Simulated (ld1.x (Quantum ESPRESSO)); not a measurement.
**Configuration tests for tin (Sn) (TM semilocal)**

tin, norm-conserving Troullier–Martins (semilocal form), made with ld1.x (Quantum ESPRESSO) 7.5 (LDA (PZ), scalar-relativistic). Core [Kr] 4d10, reference 5s2 5p2. Waves: 5s (bound): rc 1.70 bohr; 5d channel at -0.1 Ry: rc 2.75 bohr; 5p (bound): rc 2.85 bohr. Local part: the p channel. Core correction: none.

Energies are relative to the spin-unpolarised reference configuration 5s2 5p2; without spin polarisation the order of configurations can differ from experiment. Spin-polarised rows fill each open shell by Hund’s rule, majority spin first.

Problem. Give the all-electron excitation energy and the error of the potential for: 5s2 5p1; 5s2 5p0; 5s1 5p0; 5s2 5p1.5; 5s2 5p2.3; 5s1 5p2; 5s1 5p3; 5s2 5p2 (spin-polarised); 5s2 5p1 (spin-polarised).

Solution.

```csv
valence configuration,charge,ΔE all-electron (eV),error AE − PS (meV)
5s2 5p1,+1,7.098,+6.2
5s2 5p0,+2,21.362,+48
5s1 5p0,+3,52.813,+289
5s2 5p1.5,+0.5,2.716,+0.9
5s2 5p2.3,-0.3,-0.899,+0.6
5s1 5p2,+1,14.833,+25
5s1 5p3,0,7.075,+14
5s2 5p2 (spin-polarised),0,-0.475,+77
5s2 5p1 (spin-polarised),+1,6.945,+38
```

Levels in the configuration 5s2 5p1.5:

```tsv
level	all-electron (eV)	pseudo (eV)
5s	-14.329	-14.322
5p	-7.050	-7.044
```
